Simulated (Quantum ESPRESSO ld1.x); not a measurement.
The numbers below are computed, except where a source is named.
Valence configurations of Eu II (all share [Xe]). Code: ld1.x of Quantum ESPRESSO 7.5. Model: non-relativistic Kohn-Sham, LDA (Slater exchange, Perdew-Wang correlation), spin-polarised, spherical densities, point nucleus; open shells are filled with parallel spins first; relativity is left out, which matters for an element this heavy. Energies are relative to 4f7 6s1; eigenvalues in eV for spin up.

valence          E (eV)  moment (Bohr magnetons)    e(4f)   e(5d)   e(6p)    e(6s)
4f7 6s1           0.000                        8  -13.943       -       -   -8.590
4f7 5d0.5 6s0.5   0.210                        8  -12.738  -7.498       -   -8.034
4f7 5d1           0.526                        8  -11.580  -6.706       -        -
4f8               2.033                        6   -6.272       -       -        -
4f6.5 6s1 6p0.5   5.114                        8  -18.999       -  -6.646   -9.721
4f6 6s2           9.903                        6  -23.483       -       -   -9.902
4f6 6s1.5 6p0.5  11.294                        7  -23.943       -  -7.075  -10.373
4f6 6s1 6p1      12.417                        8  -24.343       -  -7.428  -10.771
4f6 6p2          15.778                        8  -25.297       -  -7.835        -
4f5.5 6s1 6p1.5  22.081                        8  -29.944       -  -8.157  -11.767

NIST lists [Xe] 4f7 6s1 as the ground configuration; this level of theory agrees among the configurations tried. The energies are those of spherical high-spin densities, not of single terms. Relativity is left out, which favours d and f over s occupation in heavy atoms.
